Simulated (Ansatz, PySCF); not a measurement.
Molecule: B2H3, charge 0, multiplicity 2. It need not be the lowest isomer of its formula. 
Structure (B3LYP-D3(BJ)/def2-TZVP (Ansatz, a quantum-chemistry and plane-wave program) minimum search):
```
B
H 1 1.1953
H 1 1.1953 2 118.30
B 1 1.5608 2 120.85 3 180.00
H 4 1.1764 3 154.73 1 -180.00
```
Charge 0, spin multiplicity 2.

Quantity: atomisation energy (electronic, to ground-state atoms), in kcal/mol. Cores are frozen in the correlated levels unless marked. Open shells are spin-unrestricted. No spin-orbit coupling. Non-relativistic. The coupled-cluster limit lacks core correlation, which all-electron functionals hold. Basis-set limits of correlation are two-point, X^-3; Hartree-Fock from the larger set.

```tsv
level	program	atomisation energy (kcal/mol)
TPSS/def2-TZVPD	PySCF	…
BHLYP-D3(BJ)/def2-TZVPD	Ansatz + dftd3	364.7
BHLYP-D4/def2-TZVPD	Ansatz + dftd4	364.3
BHLYP/def2-TZVPD	Ansatz	363.1
HSE06-D4/def2-TZVPD	Ansatz + dftd4	368.4
CAM-B3LYP-D4/def2-TZVPD	Ansatz + dftd4	…
CCSD/cc-pVDZ	Ansatz	…
CCSD/cc-pVQZ	Ansatz	352.2
CCSD(T)/CBS(def2-TZVPPD,def2-QZVPPD)	Ansatz	…
```

**Question.** Fill in the missing entries.

**Answer.** 
- TPSS/def2-TZVPD, atomisation energy (kcal/mol): 372.5
- CAM-B3LYP-D4/def2-TZVPD, atomisation energy (kcal/mol): 369.4
- CCSD/cc-pVDZ, atomisation energy (kcal/mol): 330.3
- CCSD(T)/CBS(def2-TZVPPD,def2-QZVPPD), atomisation energy (kcal/mol): 357.4
